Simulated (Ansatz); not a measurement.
Compare A (`O[Si@@H](Cl)[Si@@H](O)Cl`) with its isomer B (`O[Si](O)(Cl)[SiH2]Cl`).

Program: Ansatz. Geometries: PBE0-D4/def2-TZVP. ΔE: electronic, gas phase. CCSD(T)/CBS adds triple-zeta CCSD(T) − MP2 to the extrapolated MP2 energy (def2 sets, frozen cores). DFT in def2-TZVPP. B3LYP here is the variant with VWN-RPA as its local correlation; programs differ in this. One conformer a species, not always the lowest.

**Question.** Which is lower in electronic energy at CCSD(T)/CBS, and by how much? (Best estimate.)

**Answer.** Computed: B, by 4.1 kcal/mol.

**Question.** Give E(B) − E(A) in kcal/mol with B3LYP-D4, CCSD(T)/def2-TZVPP, B3LYP, ωB97M-V, r2SCAN-D4, PBE-D4, HF/def2-TZVPP. (Estimate.)

**Answer.** The calculation gave: B3LYP-D4 -3.9, CCSD(T)/def2-TZVPP -4.1, B3LYP -3.4, ωB97M-V -4.0, r2SCAN-D4 -4.1, PBE-D4 -3.6, HF/def2-TZVPP -4.3. None reverses the order clearly.

Largest T1 diagnostic: 0.011.
